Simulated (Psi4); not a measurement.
C4H10BBr (SMILES CCB(Br)CC), singlet, geometry from GFN2-xTB; R2SCAN/def2-SV(P) in Psi4.

Input for Psi4:
```
memory 2 GB

molecule {
0 1
B    -0.11188471    0.16602673   -0.42011437
Br   -0.03200359   -0.08663694    1.44608708
C     0.74983707   -0.73952608   -1.38532905
C     1.63625884   -1.80061493   -0.72808043
H     1.37901119   -0.09338303   -2.00882633
H     0.07923433   -1.23437827   -2.09781548
H     1.03660833   -2.49934807   -0.14763850
H     2.35787406   -1.33895506   -0.05659974
H     2.18385327   -2.36510434   -1.48010053
C    -1.06729664    1.31087589   -0.94723662
C    -1.15103419    1.50671653   -2.46200362
H    -0.76508456    2.26232547   -0.49142479
H    -2.08049509    1.13679069   -0.56375632
H    -1.51101490    0.60289045   -2.94850741
H    -0.17415762    1.74845344   -2.87478138
H    -1.83287045    2.31815958   -2.70712725
}

set {
  basis def2-sv(p)
}

energy('r2scan')
print_variables()
```

The log (banner, timings and long lists left out):

```
   => Loading Basis Set <=

    Name: DEF2-SV(P)
    Role: ORBITAL
    Keyword: BASIS

         ---------------------------------------------------------
                                   SCF
               by Justin Turney, Rob Parrish, Andy Simmonett
                          and Daniel G. A. Smith
                              RKS Reference
         ---------------------------------------------------------

  ==> Geometry <==

    Molecular point group: c1
    Full point group: C1

    Geometry (in Angstrom), charge = 0, multiplicity = 1:

       Center              X                  Y                   Z               Mass
    ------------   -----------------  -----------------  -----------------  -----------------
         B           -0.104682039948     0.173717849154    -0.607464507158    11.009305360000
         BR          -0.024800919948    -0.078945820846     1.258736942842    78.918337600000
         C            0.757039740052    -0.731834960846    -1.572679187158    12.000000000000
         C            1.643461510052    -1.792923810846    -0.915430567158    12.000000000000
         H            1.386213860052    -0.085691910846    -2.196176467158     1.007825032230
         H            0.086437000052    -1.226687150846    -2.285165617158     1.007825032230
         H            1.043811000052    -2.491656950846    -0.334988637158     1.007825032230
         H            2.365076730052    -1.331263940846    -0.243949877158     1.007825032230
         H            2.191055940052    -2.357413220846    -1.667450667158     1.007825032230
         C           -1.060093969948     1.318567009154    -1.134586757158    12.000000000000
         C           -1.143831519948     1.514407649154    -2.649353757158    12.000000000000
         H           -0.757881889948     2.270016589154    -0.678774927158     1.007825032230
         H           -2.073292419948     1.144481809154    -0.751106457158     1.007825032230
         H           -1.503812229948     0.610581569154    -3.135857547158     1.007825032230
         H           -0.166954949948     1.756144559154    -3.062131517158     1.007825032230
         H           -1.825667779948     2.325850699154    -2.894477387158     1.007825032230

  Running in c1 symmetry.

  Rotational constants: A =      0.08656  B =      0.04967  C =      0.03230 [cm^-1]
  Rotational constants: A =   2595.01709  B =   1488.94064  C =    968.41244 [MHz]
  Nuclear repulsion =  389.331468688009636

  Charge       = 0
  Multiplicity = 1
  Electrons    = 74
  Nalpha       = 37
  Nbeta        = 37

  ==> Algorithm <==

  SCF Algorithm Type is DF.
  DIIS enabled.
  MOM disabled.
  Fractional occupation disabled.
  Guess Type is SAD.
  Energy threshold   = 1.00e-06
  Density threshold  = 1.00e-06
  Integral threshold = 1.00e-12

  ==> Primary Basis <==

  Basis Set: DEF2-SV(P)
    Blend: DEF2-SV(P)
    Number of shells: 62
    Number of basis functions: 122
    Number of Cartesian functions: 130
    Spherical Harmonics?: true
    Max angular momentum: 2

  ==> DFT Potential <==

   => LibXC <=

    Version 7.1.2
    S. Lehtola, C. Steigemann, M. J. T. Oliveira, and M. A. L. Marques,  SoftwareX 7, 1–5 (2018) (10.1016/j.softx.2017.11.002)

   => Composite Functional: R2SCAN <=

    r2SCAN Meta-GGA XC Functional  (0.1021/acs.jpclett.0c02405)
    J. W. Furness, A. D. Kaplan, J. Ning, J. P. Perdew, J. Sun  J. Phys. Chem. Lett.  11, 8208–8215, 2020

    Deriv               =              1
    GGA                 =           TRUE
    Meta                =           TRUE

    Exchange Hybrid     =          FALSE
    MP2 Hybrid          =          FALSE

   => Exchange Functionals <=

    1.0000   XC_MGGA_X_R2SCAN

   => Correlation Functionals <=

    1.0000   XC_MGGA_C_R2SCAN

   => LibXC Density Thresholds  <==

    XC_MGGA_C_R2SCAN:  1.00E-15
    XC_MGGA_X_R2SCAN:  1.00E-11

   => Molecular Quadrature <=

    Radial Scheme          =       TREUTLER
    Pruning Scheme         =           NONE
    Nuclear Scheme         =       TREUTLER

    Blocking Scheme        =         OCTREE
    BS radius alpha        =              1
    Pruning alpha          =              1
    Radial Points          =             75
    Spherical Points       =            302
    Total Points           =         338287
    Total Blocks           =           2521
    Max Points             =            256
    Max Functions          =            118
    Weights Tolerance      =       1.00E-15

   => Loading Basis Set <=

    Name: (DEF2-SV(P) AUX)
    Role: JKFIT
    Keyword: DF_BASIS_SCF

  ==> Integral Setup <==

  SCF_SUBTYPE=INCORE selected. In-core MEM_DF algorithm will be used.
  Using in-core AOs.

  ==> MemDFJK: Density-Fitted J/K Matrices <==

    J tasked:                   Yes
    K tasked:                    No
    wK tasked:                   No
    Algorithm:                 Core
    Schwarz Cutoff:           1E-12
    Mask sparsity (%):       3.8565
    Fitting Condition:        1E-10

   => Auxiliary Basis Set <=

  Basis Set: (DEF2-SV(P) AUX)
    Blend: DEF2-UNIVERSAL-JKFIT
    Number of shells: 245
    Number of basis functions: 821
    Number of Cartesian functions: 1016
    Spherical Harmonics?: true
    Max angular momentum: 5

  Minimum eigenvalue in the overlap matrix is 2.7765479848E-03.
  Reciprocal condition number of the overlap matrix is 4.2707132282E-04.
    Using symmetric orthogonalization.

  ==> Pre-Iterations <==

  SCF Guess: Superposition of Atomic Densities via on-the-fly atomic UHF (no occupation information).

   -------------------------
    Irrep   Nso     Nmo
   -------------------------
     A        122     122
   -------------------------
    Total     122     122
   -------------------------

  ==> Iterations <==

                           Total Energy        Delta E     RMS |[F,P]|

   @DF-RKS iter SAD: -2754.92631891920655   -2.75493e+03   0.00000e+00
   @DF-RKS iter   1: -2755.97722637955303   -1.05091e+00   1.42320e-02 ADIIS/DIIS
   @DF-RKS iter   2: -2755.58130044371228    3.95926e-01   1.51345e-02 ADIIS/DIIS
   @DF-RKS iter   3: -2756.87000052745589   -1.28870e+00   2.02986e-03 ADIIS/DIIS
   @DF-RKS iter   4: -2756.89544890333354   -2.54484e-02   6.27339e-04 ADIIS/DIIS
   @DF-RKS iter   5: -2756.89814261081301   -2.69371e-03   2.40950e-04 ADIIS/DIIS
   @DF-RKS iter   6: -2756.89865777999375   -5.15169e-04   4.14210e-05 DIIS
   @DF-RKS iter   7: -2756.89867106179145   -1.32818e-05   1.01997e-05 DIIS
   @DF-RKS iter   8: -2756.89867193869577   -8.76904e-07   2.81090e-06 DIIS
   @DF-RKS iter   9: -2756.89867199836817   -5.96724e-08   5.79685e-07 DIIS
  Energy and wave function converged.

  ==> Post-Iterations <==

   Electrons on quadrature grid:
      Ntotal   =   73.9999926828 ; deviation = -7.317e-06

    Orbital Energies [Eh]
    ---------------------

    Doubly Occupied:

[...]
      37A     -0.245601

    Virtual:

[...]
     122A      3.733338

    Final Occupation by Irrep:
              A
    DOCC [    37 ]
    NA   [    37 ]
    NB   [    37 ]

  @DF-RKS Final Energy: -2756.89867199836817

   => Energetics <=

    Nuclear Repulsion Energy =            389.3314686880096360
    One-Electron Energy =               -4601.5713684587371972
    Two-Electron Energy =                1576.0798703888553973
    DFT Exchange-Correlation Energy =    -120.7386426164956532
    Empirical Dispersion Energy =           0.0000000000000000
    VV10 Nonlocal Energy =                  0.0000000000000000
    Total Energy =                      -2756.8986719983681724

Computation Completed

Properties will be evaluated at   0.000000,   0.000000,   0.000000 [a0]

Properties computed using the SCF density matrix

 Multipole Moments:

 ------------------------------------------------------------------------------------
     Multipole            Electronic (a.u.)      Nuclear  (a.u.)        Total (a.u.)
 ------------------------------------------------------------------------------------

 L = 1.  Multiply by 2.5417464519 to convert [e a0] to [Debye]
 Dipole X            :         -1.0577004            1.0072192           -0.0504812
 Dipole Y            :         -0.9693939            1.0755242            0.1061303
 Dipole Z            :         25.6659349          -26.1989934           -0.5330585
 Magnitude           :                                                    0.5458602

 ------------------------------------------------------------------------------------

  Variable Map:
  ----------------------------------------------------------------------------
[...]
  Array Variable Map:
  ----------------------------------------------------------------------------
[...]
[...]
```
